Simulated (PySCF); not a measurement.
Peak assignment

Atom-mapped SMILES (the numbers label the heavy atoms): `[CH3:1][Si@@H:2]1[CH2:3][SiH2:4][C@H:5]1[C:6]#[C:7][SiH3:8]` (H(Xn): hydrogen on atom n). Ha(C3), Ha(Si4) are cis to C1 on the ring; Hb(C3), Hb(Si4) are trans to C1 on the ring.

Level of theory: σ from GIAO-PBE0/pcSseg-1, coordinates at the GFN2-xTB level, in PySCF (averaged over atoms made equivalent by symmetry, fast rotation or ring inversion, a single conformation, gas phase, non-relativistic).

Referencing at the same level of theory: 13C (σ = 186.93 ppm) and 1H (σ = 31.72 ppm) against TMS.

Question: Assign these signals to the numbered atoms. 13C{1H} NMR (computed): δ 119.3 (C), 75.4 (C), 11.0 (CH), 0.1 (CH3), -3.7 (CH2).

Answer: 
119.3 → C6, alkyne carbon
75.4 → C7, alkyne carbon: the triple bond shields along its axis, which puts it between sp3 and sp2 carbons
11.0 → C5, propargylic sp3 CH bonded to 2 Si: an electropositive neighbour leaves it electron-rich and shielded
0.1 → C1, methyl carbon bonded to Si: an electropositive neighbour leaves it electron-rich and shielded
-3.7 → C3, sp3 CH2 bonded to 2 Si: an electropositive neighbour leaves it electron-rich and shielded

Question: Assign these signals to the numbered atoms. 1H NMR (600 MHz, computed): δ 5.17 (m, 1H), 5.02 (m, 1H), 4.85 (m, 1H), 4.25 (s, 3H), 2.09 (m, 1H), 0.83 (m, 1H), 0.40 (d, 3H), 0.35 (m, 1H).

Answer: 
5.17 → H(Si2), hydrogen on a silicon bonded to 3 C, in a 4-membered ring
5.02 → Ha(Si4), hydrogen on a silicon bonded to 2 C, in a 4-membered ring
4.85 → Hb(Si4), hydrogen on a silicon bonded to 2 C, in a 4-membered ring
4.25 → H(Si8), hydrogen on a silicon bonded to C
2.09 → H(C5), hydrogen on a propargylic sp3 CH bonded to 2 Si
0.83 → Hb(C3), hydrogen on an sp3 CH2 bonded to 2 Si: an electropositive neighbour shields it, as in TMS itself
0.40 → H(C1), hydrogen on a methyl carbon bonded to Si: an electropositive neighbour shields it, as in TMS itself
0.35 → Ha(C3), hydrogen on an sp3 CH2 bonded to 2 Si: an electropositive neighbour shields it, as in TMS itself

H(C1) and Ha(C3) lie closer than the usual error of such a calculation, so a measured spectrum could show them in the other order.

Shifts are as computed. Against solution values, carbons near 30 ppm lie about +3 ppm off and those near 130 ppm about +5 ppm. Of 1309 compounds with measured shifts, 239 miss one by over three times the rms of a fit or turn the order of signals round; such compounds aren't used in these exercises. Multiplicities follow the n + 1 count of equivalent neighbours, as no J values were calculated; m marks all less simple cases, F and P coupling included.
